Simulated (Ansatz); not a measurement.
The cluster Ga4O9H6⁺. The state is a doublet with charge 1. Geometry r2SCAN-D4/def2-SVP, that of the neutral singlet.

```xyz
19

Ga    1.538    0.526    0.458
Ga   -1.150   -0.007   -1.053
Ga   -0.979    2.482    0.379
Ga    0.148   -2.222   -0.573
O    -1.303    1.811   -1.527
O     0.491   -0.695    1.759
O     0.384   -2.082    1.309
O     0.721    2.121    0.717
O    -1.726    0.679    0.716
O     0.699   -0.359   -0.937
O    -1.557   -1.724   -1.206
O     3.283    0.295    0.668
O     0.963   -3.672   -1.202
H    -0.438   -0.368    1.750
H     3.661    0.905    1.314
H    -2.652    0.516    0.949
H    -1.868    3.692    0.703
H     0.512   -4.020   -1.982
H    -0.726    2.121   -2.241
```

The structure holds one bond between oxygen atoms, so isomers without such links may lie far lower. At PBE-D4/def2-SVP an occupied level of the charge 1 doublet lies above an empty one (by up to 0.02 eV), so this SCF solution is probably not the lowest. At PBE-D4/def2-SVP the gap within one spin of the charge 1 doublet nearly closes, so an electron or hole may be smeared out by delocalisation error. The structure comes from a short search, and lower isomers may exist.

Problem. Estimate the α-spin orbital energies around the gap (eV) in Ansatz with PBE-D4/def2-SVP, PBE0-D4/def2-SVP.

Solution. 
```json
{"orbital": "HOMO−5", "PBE-D4/def2-SVP": "-11.84", "PBE0-D4/def2-SVP": "-13.82"}
{"orbital": "HOMO−4", "PBE-D4/def2-SVP": "-11.68", "PBE0-D4/def2-SVP": "-13.53"}
{"orbital": "HOMO−3", "PBE-D4/def2-SVP": "-11.65", "PBE0-D4/def2-SVP": "-13.40"}
{"orbital": "HOMO−2", "PBE-D4/def2-SVP": "-11.58", "PBE0-D4/def2-SVP": "-13.27"}
{"orbital": "HOMO−1", "PBE-D4/def2-SVP": "-11.55", "PBE0-D4/def2-SVP": "-13.09"}
{"orbital": "HOMO", "PBE-D4/def2-SVP": "-11.44", "PBE0-D4/def2-SVP": "-12.76"}
{"orbital": "LUMO", "PBE-D4/def2-SVP": "-6.87", "PBE0-D4/def2-SVP": "-5.97"}
{"orbital": "LUMO+1", "PBE-D4/def2-SVP": "-6.62", "PBE0-D4/def2-SVP": "-5.66"}
{"orbital": "LUMO+2", "PBE-D4/def2-SVP": "-5.19", "PBE0-D4/def2-SVP": "-4.25"}
{"orbital": "LUMO+3", "PBE-D4/def2-SVP": "-4.83", "PBE0-D4/def2-SVP": "-4.04"}
{"orbital": "LUMO+4", "PBE-D4/def2-SVP": "-4.52", "PBE0-D4/def2-SVP": "-3.49"}
{"orbital": "LUMO+5", "PBE-D4/def2-SVP": "-3.85", "PBE0-D4/def2-SVP": "-2.89"}
{"orbital": "β HOMO", "PBE-D4/def2-SVP": "-11.09", "PBE0-D4/def2-SVP": "-12.20"}
{"orbital": "β LUMO", "PBE-D4/def2-SVP": "-11.11", "PBE0-D4/def2-SVP": "-11.38"}
```
